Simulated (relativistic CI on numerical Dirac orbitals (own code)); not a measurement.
Electric-dipole lines of Os43+

Method of calculation: Dirac-Coulomb-Breit CI, separate exchange-only KLI orbitals for each configuration, QED by a radiative potential, unscaled Slater integrals (own radial code, finite nucleus).

Configurations in the expansion (outside the closed core [Ar] 3d10): 4s2 4p3, 4s 4p4, 4s2 4p2 4d, 4p5, 4s 4p3 4d, 4s2 4p2 4f, 4s 4p3 4f, 4p4 4d, 4s 4p2 4d2, 4s2 4p 4d 4f, 4p4 4f, 4p3 4d 4f, 4s 4p2 4f2, 4s2 4p2 5s, 4p4 5s, 4s2 4p2 5p, 4s 4p2 4d 5s, 4s2 4p 4f 5s, 4s 4p3 5s, 4s2 4p2 5d, 4s 4p3 5p, 4s2 4p2 5f, 4s2 4p2 5g, 4s 4p3 5d, 4p3 4f 5s, 4s 4p3 5f, 4s2 4p2 6s, 4s2 4p 4d2, 4s2 4d3, 4s 4p 4d3, 4s2 4d2 4f, 4s 4p 4d2 4f, 4s2 4d2 5s, 4p3 4d2, 4p2 4d3, 4p2 4d2 4f, 4p2 4d2 5s, 4s2 4p 4f2, 4s2 4d 4f2, 4s 4p 4d 4f2, 4s2 4f3, 4s 4p 4f3, 4s2 4f2 5s, 4p3 4f2, 4p2 4d 4f2, 4p2 4f3, 4p2 4f2 5s, 4s 4p2 4d 4f, 4s 4p 4d 4f 5s, 4s2 4p 4d 5s, 4s 4p 4d2 5s, 4s2 4d 4f 5s, 4s2 4d 5s2, 4p3 4d 5s, 4p2 4d 4f 5s, 4p2 4d 5s2, 4s 4p2 4f 5s, 4s 4p 4f2 5s, 4s 4p 4f 5s2, 4s2 4p 5s2, 4s 4p 4d 5s2, 4s2 4f 5s2. Double excitations out of closed p, d and f shells are left out; levels of such configurations are missing from the list, as are those of other unlisted configurations, and high levels can miss mixing partners. These lack a partner that the ground configuration has and come out too high: 4s2 4p2 5p, 4s2 4p2 5d, 4s 4p3 5p, 4s2 4p2 5f, 4s2 4p2 5g.

```tsv
λ vac (nm)	Lower	Upper	A (s⁻¹)	log gf	S velocity/length
4.2390	4s2 4p2 4d 2G_7/2 [14]	4s2 4p 4d2 2G°_7/2 [144]	1.28e+12	0.44	0.99
4.2430	4s 4p4 2P_3/2 [10]	4s 4p3 4d 2D°_5/2 [118]	9.66e+11	0.19	1.01
4.2534	4s2 4p2 4d 2D_3/2 [5]	4s2 4p 4d2 4F°_3/2 [62]	2.39e+12	0.41	1.00
4.3020	4s2 4p3 2P°_3/2 [1]	4s2 4p2 4d 2P_1/2 [18]	2.00e+12	0.05	1.00
4.3081	4s2 4p2 4d 2D_5/2 [6]	4s2 4p 4d2 4D°_3/2 [79]	1.97e+12	0.34	0.98
4.3142	4s2 4p3 2P°_3/2 [1]	4s2 4p2 4d 2D_3/2 [17]	2.46e+12	0.44	1.01
4.3210	4s 4p4 4P_5/2 [7]	4s 4p3 4d 4P°_3/2 [99]	1.54e+12	0.24	1.00
4.3366	4s2 4p3 4S°_3/2 [2]	4s2 4p2 4d 2D_5/2 [41]	6.86e+11	0.06	1.01
4.3386	4s2 4p3 4S°_3/2 [2]	4s2 4p2 4d 4P_1/2 [40]	1.76e+12	0.00	1.00
4.3392	4s2 4p3 2P°_3/2 [1]	4s2 4p2 4d 2D_5/2 [15]	1.87e+12	0.50	1.01
4.3472	4s2 4p3 4S°_3/2 [2]	4s2 4p2 4d 2D_3/2 [39]	1.37e+12	0.19	1.00
4.3570	4s2 4p2 4d 4D_7/2 [16]	4s2 4p 4d2 2F°_7/2 [151]	9.58e+11	0.34	1.00
4.3575	4s2 4p2 4d 2D_5/2 [6]	4s2 4p 4d2 4D°_5/2 [75]	1.79e+12	0.49	1.00
4.3677	4s2 4p2 4d 2D_5/2 [6]	4s2 4p 4d2 2F°_7/2 [73]	1.47e+12	0.53	1.01
4.3701	4s2 4p3 2P°_1/2 [4]	4s2 4p2 4d 2D_3/2 [47]	1.54e+12	0.25	1.01
4.3938	4s2 4p3 2D°_5/2 [3]	4s2 4p2 4d 2F_7/2 [42]	1.51e+12	0.54	1.01
4.4113	4s2 4p2 4d 2G_9/2 [21]	4s2 4p 4d2 4G°_11/2 [156]	1.20e+12	0.62	1.02
4.4268	4s2 4p3 2D°_5/2 [3]	4s2 4p2 4d 2D_5/2 [41]	9.75e+11	0.24	1.00
4.4704	4s2 4p2 4d 2G_9/2 [21]	4s2 4p 4d2 4G°_9/2 [150]	1.27e+12	0.58	1.00
4.4859	4s2 4p2 4d 2D_5/2 [15]	4s2 4p 4d2 2G°_7/2 [144]	1.66e+12	0.60	1.01
4.5193	4s2 4p2 4d 2D_3/2 [17]	4s2 4p 4d2 4F°_5/2 [143]	1.55e+12	0.46	1.01
4.5448	4s2 4p2 4d 2F_7/2 [22]	4s2 4p 4d2 2G°_9/2 [163]	8.69e+11	0.43	1.01
4.5997	4s2 4p2 4d 2D_3/2 [5]	4s2 4p 4d2 4G°_5/2 [58]	8.39e+11	0.20	1.01
5.2237	4s2 4p2 4d 4F_3/2 [12]	4s 4p3 4d 2F°_5/2 [104]	8.59e+11	0.32	1.00
5.2999	4s2 4p2 4d 2F_5/2 [11]	4s 4p3 4d 2G°_7/2 [100]	6.86e+11	0.36	1.01
5.3627	4s2 4p3 2P°_3/2 [8]	4s 4p4 2S_1/2 [61]	1.77e+12	0.18	0.99
5.3652	4s2 4p2 4d 2D_3/2 [5]	4s 4p3 4d 2F°_5/2 [43]	9.12e+11	0.37	1.00
5.3705	4s2 4p3 2D°_5/2 [3]	4s 4p4 2P_3/2 [29]	8.96e+11	0.19	0.99
5.5119	4s2 4p3 2P°_3/2 [1]	4s 4p4 2P_3/2 [10]	5.85e+11	0.03	0.99
5.5184	4s2 4p2 4d 2G_7/2 [14]	4s 4p3 4d 4G°_9/2 [95]	9.04e+11	0.62	1.01
5.6268	4s2 4p2 4d 2F_7/2 [42]	4s2 4p 4d2 2G°_9/2 [208]	1.44e+12	0.83	1.02
5.6337	4s2 4p2 4d 4F_9/2 [46]	4s 4p3 4d 4F°_9/2 [214]	1.07e+12	0.71	0.99
5.6508	4s2 4p3 2D°_5/2 [3]	4s 4p4 2D_5/2 [27]	6.84e+11	0.29	1.00
5.6972	4s2 4p3 4S°_3/2 [2]	4s 4p4 4P_3/2 [26]	6.06e+11	0.07	1.00
5.9299	4s2 4p3 2P°_3/2 [1]	4s 4p4 4P_5/2 [7]	2.69e+11	-0.07	1.00
5.9627	4s2 4p2 4d 4D_7/2 [16]	4s 4p3 4d 4F°_9/2 [96]	4.21e+11	0.35	1.01
5.9751	4s2 4p3 2P°_3/2 [8]	4s2 4p2 4d 2D_5/2 [57]	1.14e+12	0.57	1.01
6.0228	4s2 4p2 4d 4F_9/2 [46]	4s2 4p2 4f 4G°_11/2 [200]	8.09e+11	0.72	1.02
6.0422	4s2 4p3 4S°_3/2 [2]	4s2 4p2 4d 2D_5/2 [23]	8.01e+11	0.42	1.01
6.0932	4s 4p4 4P_5/2 [7]	4s 4p3 4d 4D°_7/2 [51]	4.78e+11	0.33	1.01
6.1087	4s2 4p3 2P°_3/2 [8]	4s2 4p2 4d 2P_3/2 [56]	8.02e+11	0.25	1.00
6.1171	4s 4p4 2D_5/2 [27]	4s 4p3 4d 2F°_7/2 [129]	7.05e+11	0.50	1.01
6.1834	4s2 4p2 4d 2F_7/2 [22]	4s 4p3 4d 4F°_9/2 [112]	5.25e+11	0.48	1.01
6.2331	4s2 4p3 2D°_5/2 [3]	4s2 4p2 4d 2F_7/2 [22]	5.45e+11	0.40	1.02
6.3277	4s 4p4 2P_3/2 [10]	4s 4p3 4d 2F°_5/2 [55]	4.96e+11	0.25	1.01
```

Terms are leading LS components. Brackets give the number of a level in order of energy, since labels repeat. The list gives strong lines, with weight on those to low levels, among the lowest 400 of 11824 levels, so that lines to higher ones, which can be the strongest, are missing. Levels whose partners in the same complex of configurations lie outside the list can be far off, and so can their lines. Rates are taken at the computed energies, electric ones in the length gauge. A velocity-to-length ratio far from 1 marks an uncertain rate.

At this charge energies of transitions that change n are usually good to better than 1 %, and those within a shell (Δn = 0) to a few per cent.

LS names give the leading component of a level, which can be under half, so a name can repeat, a term be missing and a line seem to break the LS rules.
